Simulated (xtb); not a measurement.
Input for xtb: GFN2-xTB on GaH3Se2 (SMILES [SeH][GaH][SeH]), a point of a torsion scan.

```
$ xtb mol.xyz --gfn 2 --opt vtight --chrg 0 --uhf 0 --input xcontrol
6

Se    -2.22149614    -0.38293750    -0.64035833
Ga     0.06001839     0.67825062    -0.57992070
Se     1.20642660     0.63835065     1.41289576
H     -2.49816720    -0.92277222     0.76013931
H      0.05166780     2.05270069    -1.49980163
H      1.45847224     2.03212600     1.98379656
$constrain
  force constant=1.0
  dihedral: 4,1,2,3,0.0
$end
```

The log:

```
[...]
           -------------------------------------------------
          |                Calculation Setup                |
           -------------------------------------------------



           -------------------------------------------------
          |                 G F N 2 - x T B                 |
           -------------------------------------------------

        Reference                      10.1021/acs.jctc.8b01176
      * Hamiltonian:
        H0-scaling (s, p, d)           1.850000    2.230000    2.230000
        zeta-weighting                 0.500000
      * Dispersion:
        s8                             2.700000
        a1                             0.520000
        a2                             5.000000
        s9                             5.000000
      * Repulsion:
        kExp                           1.500000    1.000000
        rExp                           1.000000
      * Coulomb:
        alpha                          2.000000
        third order                    shell-resolved
        anisotropic                    true
        a3                             3.000000
        a5                             4.000000
        cn-shift                       1.200000
        cn-exp                         4.000000
        max-rad                        5.000000


          ...................................................
          :                      SETUP                      :
          :.................................................:
          :  # basis functions                  33          :
          :  # atomic orbitals                  30          :
          :  # shells                           12          :
          :  # electrons                        18          :
          :  max. iterations                   250          :
          :  Hamiltonian                  GFN2-xTB          :
          :  restarted?                      false          :
          :  GBSA solvation                  false          :
          :  PC potential                    false          :
          :  electronic temp.          300.0000000     K    :
          :  accuracy                    1.0000000          :
          :  -> integral cutoff          0.2500000E+02      :
          :  -> integral neglect         0.1000000E-07      :
          :  -> SCF convergence          0.1000000E-05 Eh   :
          :  -> wf. convergence          0.1000000E-03 e    :
          :  Broyden damping             0.4000000          :
          :  net charge                          0          :
          :  unpaired electrons                  0          :
          ...................................................

 iter      E             dE          RMSdq      gap      omega  full diag
   1     -9.0914375 -0.909144E+01  0.123E+01    2.76       0.0  T
   2     -9.1164032 -0.249657E-01  0.849E+00    2.28       1.0  T
   3     -9.1168531 -0.449850E-03  0.261E+00    2.37       1.0  T
   4     -9.1174733 -0.620269E-03  0.714E-01    2.27       1.0  T
   5     -9.1175578 -0.844483E-04  0.257E-01    2.28       1.0  T
   6     -9.1175579 -0.119846E-06  0.164E-01    2.28       1.0  T
   7     -9.1175706 -0.127220E-04  0.540E-02    2.29       1.0  T
   8     -9.1175707 -0.790753E-07  0.235E-02    2.29       1.7  T
   9     -9.1175709 -0.231777E-06  0.462E-03    2.29       8.8  T
  10     -9.1175709 -0.158955E-08  0.220E-03    2.29      18.5  T
  11     -9.1175709 -0.183359E-08  0.722E-04    2.29      56.5  T
  12     -9.1175709  0.179050E-09  0.604E-04    2.29      67.5  T

   *** convergence criteria satisfied after 12 iterations ***

         #    Occupation            Energy/Eh            Energy/eV
      -------------------------------------------------------------
         1        2.0000           -0.7651746             -20.8215
       ...           ...                  ...                  ...
         3        2.0000           -0.5630362             -15.3210
         4        2.0000           -0.4920768             -13.3901
         5        2.0000           -0.4778042             -13.0017
         6        2.0000           -0.4304160             -11.7122
         7        2.0000           -0.4175134             -11.3611
         8        2.0000           -0.4061350             -11.0515
         9        2.0000           -0.3948043             -10.7432 (HOMO)
        10                         -0.3107713              -8.4565 (LUMO)
        11                         -0.2352808              -6.4023
        12                         -0.2200103              -5.9868
        13                         -0.1605456              -4.3687
        14                         -0.1069127              -2.9092
       ...                                ...                  ...
        30                          1.9145450              52.0974
      -------------------------------------------------------------
                  HL-Gap            0.0840330 Eh            2.2867 eV
             Fermi-
[...]
             -5.2485
        14                         -0.1006550              -2.7390
       ...                                ...                  ...
        30                          1.9978208              54.3635
      -------------------------------------------------------------
                  HL-Gap            0.1308342 Eh            3.5602 eV
             Fermi-level           -0.3415945 Eh           -9.2953 eV

 SCC (total)                   0 d,  0 h,  0 min,  0.003 sec
 SCC setup                      ...        0 min,  0.000 sec (  1.423%)
 Dispersion                     ...        0 min,  0.000 sec (  0.390%)
 classical contributions        ...        0 min,  0.000 sec (  0.168%)
 integral evaluation            ...        0 min,  0.001 sec ( 30.179%)
 iterations                     ...        0 min,  0.001 sec ( 19.566%)
 molecular gradient             ...        0 min,  0.001 sec ( 45.843%)
 printout                       ...        0 min,  0.000 sec (  2.227%)

         :::::::::::::::::::::::::::::::::::::::::::::::::::::
         ::                     SUMMARY                     ::
         :::::::::::::::::::::::::::::::::::::::::::::::::::::
         :: total energy              -9.125730801325 Eh    ::
         :: gradient norm              0.000049900489 Eh/a0 ::
         :: HOMO-LUMO gap              3.560179876964 eV    ::
         ::.................................................::
         :: SCC energy                -9.149082582600 Eh    ::
         :: -> isotropic ES            0.015089225594 Eh    ::
         :: -> anisotropic ES         -0.000741066384 Eh    ::
         :: -> anisotropic XC          0.000604061828 Eh    ::
         :: -> dispersion             -0.004121970548 Eh    ::
         :: repulsion energy           0.023351781080 Eh    ::
         :: add. restraining           0.000000000196 Eh    ::
         :: total charge              -0.000000000000 e     ::
         :::::::::::::::::::::::::::::::::::::::::::::::::::::

           -------------------------------------------------
          |                Property Printout                |
           -------------------------------------------------

    * Orbital Energies and Occupations

         #    Occupation            Energy/Eh            Energy/eV
      -------------------------------------------------------------
         1        2.0000           -0.7635790             -20.7780
         2        2.0000           -0.7621003             -20.7378
         3        2.0000           -0.5678195             -15.4512
         4        2.0000           -0.4979425             -13.5497
         5        2.0000           -0.4917171             -13.3803
         6        2.0000           -0.4342100             -11.8155
         7        2.0000           -0.4207498             -11.4492
         8        2.0000           -0.4093069             -11.1378
         9        2.0000           -0.4070117             -11.0754 (HOMO)
        10                         -0.2761774              -7.5152 (LUMO)
        11                         -0.2058550              -5.6016
        12                         -0.1996762              -5.4335
        13                         -0.1928790              -5.2485
        14                         -0.1006550              -2.7390
        15                         -0.0780855              -2.1248
        16                         -0.0623668              -1.6971
        17                         -0.0382681              -1.0413
        18                         -0.0170408              -0.4637
        19                         -0.0096427              -0.2624
        20                          0.0109004               0.2966
       ...                                ...                  ...
        30                          1.9978208              54.3635
      -------------------------------------------------------------
                  HL-Gap            0.1308342 Eh            3.5602 eV
             Fermi-level           -0.3415945 Eh           -9.2953 eV

     #   Z          covCN         q      C6AA      α(0)
     1  34 Se       1.789    -0.187   241.996    27.108
     2  31 Ga       2.626     0.125   215.564    32.926
     3  34 Se       1.789    -0.222   243.193    27.175
     4   1 H        0.924     0.176     1.232     1.735
     5   1 H        0.898    -0.070     4.635     3.369
     6   1 H        0.925     0.179     1.213     1.723
Note: The following floating-point exceptions are signalling: IEEE_UNDERFLOW_FLAG IEEE_DENORMAL
normal termination of xtb

 Mol. C6AA /au·bohr⁶  :       2492.863558
 Mol. C8AA /au·bohr⁸  :     185968.871850
 Mol. α(0) /au        :         94.035146


Wiberg/Mayer (AO) data.
largest (>0.10) Wiberg bond orders for each atom

 ---------------------------------------------------------------------------
     #   Z sym  total        # sym  WBO       # sym  WBO       # sym  WBO
 ---------------------------------------------------------------------------
     1  34 Se   2.298 --     2 Ga   1.145     4 H    0.892     5 H    0.132
                             3 Se   0.126
     2  31 Ga   3.127 --     1 Se   1.145     3 Se   1.113     5 H    0.728
     3  34 Se   2.274 --     2 Ga   1.113     6 H    0.899     5 H    0.135
                             1 Se   0.126
     4   1 H    0.969 --     1 Se   0.892
     5   1 H    0.995 --     2 Ga   0.728     3 Se   0.135     1 Se   0.132
     6   1 H    0.968 --     3 Se   0.899
 ---------------------------------------------------------------------------

Topologies differ in total number of bonds
Writing topology from bond orders to xtbtopo.mol

molecular dipole:
                 x           y           z       tot (Debye)
 q only:        0.245       0.146       0.255
   full:        0.435       0.352      -0.405       1.755
molecular quadrupole (traceless):
                xx          xy          yy          xz          yz          zz
 q only:        1.044       2.044       1.487      -2.807      -0.989      -2.531
  q+dip:       -1.543      -0.884       2.985      -4.211      -3.514      -1.442
   full:       -1.835      -2.202       3.841      -4.637      -3.555      -2.006

           -------------------------------------------------
          |                Geometry Summary                 |
           -------------------------------------------------

      molecular mass/u    :      230.6656654
   center of mass at/Å    :       -0.6014571       0.4734892       0.3746564
  moments of inertia/u·Å² :        0.7296163E+02   0.6672515E+03   0.7402124E+03
rotational constants/cm⁻¹ :        0.2310479E+00   0.2526429E-01   0.2277405E-01

 * 5 selected distances

     #   Z          #   Z                                           value/Å
     1  34 Se       2  31 Ga                                      2.3357278
     2  31 Ga       3  34 Se                                      2.3485298 (max)
     1  34 Se       4   1 H                                       1.4477480
     2  31 Ga       5   1 H                                       1.5774492
     3  34 Se       6   1 H                                       1.4401896 (min)

 * 3 distinct bonds (by element types)

   Z      Z             #   av. dist./Å        max./Å        min./Å
   1 H   31 Ga          1     1.5774492     1.5774492     1.5774492
   1 H   34 Se          2     1.4439688     1.4477480     1.4401896
  31 Ga  34 Se          2     2.3421288     2.3485298     2.3357278


optimized geometry written to: xtbopt.xyz


           -------------------------------------------------
          | TOTAL ENERGY               -9.125730801325 Eh   |
          | GRADIENT NORM               0.000049900489 Eh/α |
          | HOMO-LUMO GAP               3.560179876964 eV   |
           -------------------------------------------------

------------------------------------------------------------------------
------------------------------------------------------------------------
 total:
 SCF:
 ANC optimizer:
```

The run finished.

Warnings raised: the energy holds the restraint's term.

Cost: about 0.17 core-seconds (a rough figure).
